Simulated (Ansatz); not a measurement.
A further run on In₇As₇H₂₀.

```yaml
crystal:
  periodic: [false, false, false]
  atoms:
    - {symbol: In, position_ang: [0.556665, -4.175424, 0.881605]}
    - {symbol: In, position_ang: [-2.705187, 2.770672, -2.275827]}
    - {symbol: In, position_ang: [0.931384, -0.665075, -2.178211]}
    - {symbol: In, position_ang: [-2.522864, -1.083360, 0.657739]}
    - {symbol: In, position_ang: [0.966737, -0.570715, 3.571797]}
    - {symbol: In, position_ang: [1.260469, 1.970163, 1.538860]}
    - {symbol: In, position_ang: [4.236298, -1.165902, 0.763147]}
    - {symbol: As, position_ang: [-3.812542, 0.603918, -1.033416]}
    - {symbol: As, position_ang: [-0.615470, -2.275034, -0.729340]}
    - {symbol: As, position_ang: [2.190897, -2.375481, 2.090356]}
    - {symbol: As, position_ang: [-0.711462, 1.206314, -3.298665]}
    - {symbol: As, position_ang: [-1.559397, 4.030929, -0.258927]}
    - {symbol: As, position_ang: [2.436302, 0.574670, -0.372875]}
    - {symbol: As, position_ang: [-0.967023, 0.559806, 2.066817]}
    - {symbol: H, position_ang: [1.530970, -5.186616, -0.141012]}
    - {symbol: H, position_ang: [-0.712806, -4.614783, 1.989779]}
    - {symbol: H, position_ang: [-3.759477, 3.353799, -3.531640]}
    - {symbol: H, position_ang: [1.807880, -1.424868, -3.478393]}
    - {symbol: H, position_ang: [-3.657927, -2.000511, 1.601863]}
    - {symbol: H, position_ang: [0.856227, -0.552898, 5.302137]}
    - {symbol: H, position_ang: [2.068687, 0.998248, 3.035161]}
    - {symbol: H, position_ang: [1.406751, 3.664093, 1.845928]}
    - {symbol: H, position_ang: [4.757994, -2.216272, -0.518508]}
    - {symbol: H, position_ang: [5.161410, -0.237614, 1.905166]}
    - {symbol: H, position_ang: [-4.526445, -0.273560, -2.062561]}
    - {symbol: H, position_ang: [-5.080918, 1.058523, -0.311370]}
    - {symbol: H, position_ang: [-1.403018, -3.033946, -1.801193]}
    - {symbol: H, position_ang: [2.872743, -3.167431, 3.209657]}
    - {symbol: H, position_ang: [-1.211516, 0.545412, -4.586008]}
    - {symbol: H, position_ang: [0.247911, 2.170817, -3.997811]}
    - {symbol: H, position_ang: [-0.240217, 3.304890, -0.604703]}
    - {symbol: H, position_ang: [-1.172959, 5.213556, -1.174847]}
    - {symbol: H, position_ang: [3.168148, 1.646044, -1.182940]}
    - {symbol: H, position_ang: [-1.798244, 1.347648, 3.078217]}
basis:
  gaussian: {orbitals: def2-SVP, fitting: {mean_field: def2-universal-jkfit}, nuclear_model: gaussian}
hamiltonian: {xc: {name: B97}}
scf: {omitted_lower_state_checks: [starts]}
output: {forces: true}
```

```sh
$ ansatz run in.yaml --threads 2 --pin off --events-out ev --progress --plain --max-ram 32768MiB --backend cuda --devices 0, --max-vram 18GiB
```

Output, abridged:

```
Functional definition: B97
3748 factors; integrals over basis functions are off by at most 3.6e-1 eV
mean field evaluation 1: about -462363.6917 eV, gradient 3.5e1 eV
mean field evaluation 2: about -462364.7673 eV, gradient 2.9e1 eV
mean field evaluation 4: about -462367.2354 eV, gradient 2.4e0 eV
mean field evaluation 8: about -462367.2518 eV, gradient 2.2e-1 eV
mean field evaluation 16: about -462367.2519 eV, gradient 3.3e-5 eV
mean field -462367.25193710 eV, -16991.6831049087 hartree, gradient 3.3e-5 eV, S^2 0.000000; 0 other end points of the search recorded, 0 dependent functions left out
reference -462367.25201145 eV, -16991.6831076409 hartree; 199, 199 occupied and 307, 307 virtual orbitals, 3748 factors
Total energy: -462367.25201145 eV, -16991.6831076409 hartree
Atom 0 at     0.556665    -4.175424     0.881605 Å, force     0.004530    -0.133319     0.000776 eV/Å
Atom 1 at    -2.705187     2.770672    -2.275827 Å, force    -0.098801     0.062793    -0.074353 eV/Å
Atom 2 at     0.931384    -0.665075    -2.178211 Å, force     0.085439    -0.079928    -0.104068 eV/Å
Atom 3 at    -2.522864    -1.083360     0.657739 Å, force    -0.088969    -0.080984     0.074785 eV/Å
Atom 4 at     0.966737    -0.570715     3.571797 Å, force     0.013542     0.010960     0.149200 eV/Å
Atom 5 at     1.260469     1.970163     1.538860 Å, force     0.073406     0.099819     0.111575 eV/Å
Atom 6 at     4.236298    -1.165902     0.763147 Å, force     0.124460    -0.025974    -0.009708 eV/Å
Atom 7 at    -3.812542     0.603918    -1.033416 Å, force    -0.439760    -0.083613    -0.049368 eV/Å
Atom 8 at    -0.615470    -2.275034    -0.729340 Å, force    -0.189630    -0.183246    -0.234477 eV/Å
Atom 9 at     2.190897    -2.375481     2.090356 Å, force     0.139724    -0.176641     0.282175 eV/Å
Atom 10 at    -0.711462     1.206314    -3.298665 Å, force     0.098076     0.075218    -0.436136 eV/Å
Atom 11 at    -1.559397     4.030929    -0.258927 Å, force     0.201882     0.182599    -0.242349 eV/Å
Atom 12 at     2.436302     0.574670    -0.372875 Å, force     0.172103     0.252174    -0.184798 eV/Å
Atom 13 at    -0.967023     0.559806     2.066817 Å, force    -0.144437     0.138889     0.291757 eV/Å
Atom 14 at     1.530970    -5.186616    -0.141012 Å, force    -0.044827     0.009935     0.044390 eV/Å
Atom 15 at    -0.712806    -4.614783     1.989779 Å, force     0.048079    -0.013520    -0.035027 eV/Å
Atom 16 at    -3.759477     3.353799    -3.531640 Å, force     0.048986    -0.013731     0.057103 eV/Å
Atom 17 at     1.807880    -1.424868    -3.478393 Å, force    -0.040907     0.035306     0.045722 eV/Å
Atom 18 at    -3.657927    -2.000511     1.601863 Å, force     0.038768     0.038907    -0.047210 eV/Å
Atom 19 at     0.856227    -0.552898     5.302137 Å, force     0.001022    -0.008696    -0.079695 eV/Å
Atom 20 at     2.068687     0.998248     3.035161 Å, force    -0.028181     0.023665    -0.001085 eV/Å
Atom 21 at     1.406751     3.664093     1.845928 Å, force     0.000379    -0.077092    -0.019532 eV/Å
Atom 22 at     4.757994    -2.216272    -0.518508 Å, force     0.014823     0.038065     0.049021 eV/Å
Atom 23 at     5.161410    -0.237614     1.905166 Å, force    -0.003781    -0.042616    -0.046665 eV/Å
Atom 24 at    -4.526445    -0.273560    -2.062561 Å, force     0.098163     0.105925     0.118290 eV/Å
Atom 25 at    -5.080918     1.058523    -0.311370 Å, force     0.163618    -0.049036    -0.078536 eV/Å
Atom 26 at    -1.403018    -3.033946    -1.801193 Å, force     0.100482     0.082881     0.132263 eV/Å
Atom 27 at     2.872743    -3.167431     3.209657 Å, force    -0.078802     0.087549    -0.141171 eV/Å
Atom 28 at    -1.211516     0.545412    -4.586008 Å, force     0.048891     0.079196     0.167116 eV/Å
Atom 29 at     0.247911     2.170817    -3.997811 Å, force    -0.112645    -0.113758     0.094239 eV/Å
Atom 30 at    -0.240217     3.304890    -0.604703 Å, force    -0.173880     0.114678     0.059859 eV/Å
Atom 31 at    -1.172959     5.213556    -1.174847 Å, force    -0.057407    -0.119789     0.138868 eV/Å
Atom 32 at     3.168148     1.646044    -1.182940 Å, force    -0.079727    -0.137072     0.097916 eV/Å
Atom 33 at    -1.798244     1.347648     3.078217 Å, force     0.105383    -0.099543    -0.130879 eV/Å
Dipole moment:    -0.706405     0.531996    -0.508660 e Å
Checks for a lower state left out: starts
```

Run time 21 s (2 threads of AMD EPYC 7R13 on a shared host and a share (18 GiB) of an NVIDIA H100 80GB HBM3), peak host memory 2.9 GiB.

In the def2 sets In takes a core potential; there is no spin–orbit coupling.
